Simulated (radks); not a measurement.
Problem. All-electron atom: P in [Ne] 3s2 3p3. Calculated with a radial shooting solver on a logarithmic mesh with Libxc functionals: Dirac Kohn-Sham, PBE, spin-unpolarised, spherical densities, finite nucleus; open shells are shared between the two j in proportion to 2j + 1; Fermi nuclear charge, rms radius 3.1889 fm. Some entries of the table are withheld. Estimate them.

orbital,occ.,eigenvalue (eV),<r> (bohr)
1s1/2,2,-2083.992,0.1036
2s1/2,2,-173.9733,0.5196
2p1/2,2,(1),0.4838
2p3/2,4,(2),0.4860
3s1/2,2,-13.9687,(3)
3p1/2,1,-5.5422,2.366
3p3/2,2,-5.4887,2.376

Solution. 
(1) 2p1/2 eigenvalue (eV): -125.0861
(2) 2p3/2 eigenvalue (eV): -124.1691
(3) 3s1/2 <r> (bohr): 1.896
